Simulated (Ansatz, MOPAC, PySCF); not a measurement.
Stepwise substitution at one centre (Ga CH3-SH). All species are isolated molecules in the gas phase. One relaxed conformer stands for each flexible species; it need not be the lowest. Strings in code marks are SMILES.

Quantity: vertical ionisation energy (energy after one electron is removed minus that of the parent at the parent's geometry), in eV.

Level 1: frozen-core MP2/cc-pVTZ // B3LYP-D3(BJ)/def2-TZVP (Ansatz, a first-principles code)
Level 2: minus the HOMO energy of M06-2X/def2-TZVP // B3LYP-D3(BJ)/def2-TZVP (PySCF)
Level 3: minus the HOMO energy of PBE-D3(BJ)/def2-TZVP // B3LYP-D3(BJ)/def2-TZVP (PySCF)
Level 4: minus the HOMO energy of PM6 // B3LYP-D3(BJ)/def2-TZVP (MOPAC)

| species | level 2 | level 3 | level 4 |
|---|---|---|---|
| `[CH3][Ga]([CH3])[SH]` (C–Ga–S–H torsion 179°) | 8.45 | 6.10 | 9.34 |
| `[SH][Ga]([SH])[SH]` | 8.83 | 6.44 | 9.54 |

Q: What does level 1 give for each?

A: 
- `[CH3][Ga]([CH3])[SH]` (C–Ga–S–H torsion 179°): 9.57
- `[SH][Ga]([SH])[SH]`: 10.03
